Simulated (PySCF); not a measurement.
Compound: H9O3Si4 (doublet state).
Cartesian coordinates in Å at the GFN2-xTB level; atoms count from 1:
```xyz
16
H9O3Si4 angstrom
Si    -0.411    2.442   -0.258
O     -0.168    1.129   -1.189
Si     0.069   -0.462   -1.080
O      1.447   -0.765   -0.301
Si     2.492   -0.337    0.859
O     -1.142   -1.150   -0.268
Si    -2.226   -1.031    0.928
H      0.727    2.623    0.640
H     -1.700    2.316    0.416
H      0.132   -1.011   -2.409
H      1.772    0.003    2.090
H      3.246    0.821    0.374
H      3.318   -1.531    1.011
H     -2.658   -2.412    1.119
H     -3.309   -0.159    0.465
H     -1.597   -0.468    2.127
```

The hyperfine couplings belong to this conformer and change with its torsions.

As a line formula: `O([SiH](O[SiH3])O[SiH2])[SiH3]` [radical].

Theory: UKS B3LYP, pcH-1 on H O Si, non-relativistic, mean-field spin-orbit, GIAO in PySCF. The structure is a single GFN2-xTB conformer in the gas phase; no vibrational or solvent corrections. Couplings are sensitive to structure, and on GFN2-xTB geometries they can be far from those on DFT ones, by a factor of two or more for some ions and for spin on atoms past the first row. The SCF solution wasn't tested for stability.

Principal values of hyperfine tensors in MHz (contact, dipolar and spin–orbit terms together), for some of the nuclei:

```json
{"atom": "Si1", "isotope": "29Si", "A1": "-780.45", "A2": "-536.15", "A3": "-535.72"}
{"atom": "H9", "isotope": "1H", "A1": "75.17", "A2": "84.94", "A3": "92.33"}
{"atom": "H8", "isotope": "1H", "A1": "74.79", "A2": "84.56", "A3": "92.00"}
{"atom": "O2", "isotope": "17O", "A1": "-71.44", "A2": "-40.86", "A3": "-40.23"}
{"atom": "Si3", "isotope": "29Si", "A1": "-34.51", "A2": "-27.56", "A3": "-27.50"}
{"atom": "H14", "isotope": "1H", "A1": "3.06", "A2": "3.06", "A3": "4.23"}
{"atom": "H13", "isotope": "1H", "A1": "1.94", "A2": "1.95", "A3": "3.08"}
{"atom": "H16", "isotope": "1H", "A1": "0.83", "A2": "1.01", "A3": "3.87"}
```

(1) Split each tensor into its isotropic and traceless parts, and turn a_iso into mT with g = 2.0026.

(2) What spin density at the nucleus of O2 lies behind its contact coupling (g_N = -0.75752)?

(3) Si7 (29Si, g_N = -1.11058) isn't in the table. Its spin density at the nucleus is 0.002413 bohr⁻³. What is its contact coupling?

(4) Name the largest traceless tensor T of the table and describe it.

(5) In a single crystal, with the field along each principal axis of the tensor of H9 in turn, what first-order splitting does this nucleus give (isotropic g, quadrupole terms neglected)?

## Answers

(1) a_iso = (A1 + A2 + A3)/3, Ti = Ai − a_iso; 1 mT corresponds to 28.029 MHz. The tensors hold a spin–orbit part: the run splits a_iso into a_FC + a_SO, and T includes its anisotropic share.

| atom | a_iso (MHz) | a_FC | a_SO | a_iso (mT) | T1 | T2 | T3 |
| --- | --- | --- | --- | --- | --- | --- | --- |
| Si1 | -617.44 | -618.50 | 1.06 | -22.028 | -163.01 | 81.29 | 81.72 |
| H9 | 84.14 | 84.13 | 0.01 | 3.002 | -8.97 | 0.79 | 8.18 |
| H8 | 83.78 | 83.77 | 0.01 | 2.989 | -8.99 | 0.78 | 8.22 |
| O2 | -50.84 | -50.77 | -0.08 | -1.814 | -20.60 | 9.99 | 10.61 |
| Si3 | -29.86 | -29.89 | 0.04 | -1.065 | -4.66 | 2.30 | 2.36 |
| H14 | 3.45 | 3.45 | 0.00 | 0.123 | -0.39 | -0.39 | 0.78 |
| H13 | 2.32 | 2.32 | 0.00 | 0.083 | -0.38 | -0.37 | 0.75 |
| H16 | 1.90 | 1.90 | 0.00 | 0.068 | -1.08 | -0.89 | 1.97 |

(2) a_FC = 800.24 MHz bohr³ × g_N × ρ(0)/(2S). With a_FC = -50.77 MHz and 2S = 1, ρ(0) = 0.08374 bohr⁻³. The nuclear moment is negative, so coupling and spin density have opposite signs.

(3) By the same relation, a_FC = -2.14 MHz. Its full tensor has the principal values -2.32, -2.12, -1.99 MHz.

(4) Si1: -163.0, 81.3, 81.7 MHz (the dipolar term alone has -162.0, 80.9, 81.1), axial, in the ratio +1:+1:−2, the form that spin in one p orbital centred on that nucleus gives (the nuclear moment is negative).

(5) 2 lines (I = 1/2), spaced by |A_i|/(g × 13.996): 2.68, 3.03, 3.29 mT along the axes of A1, A2 and A3.
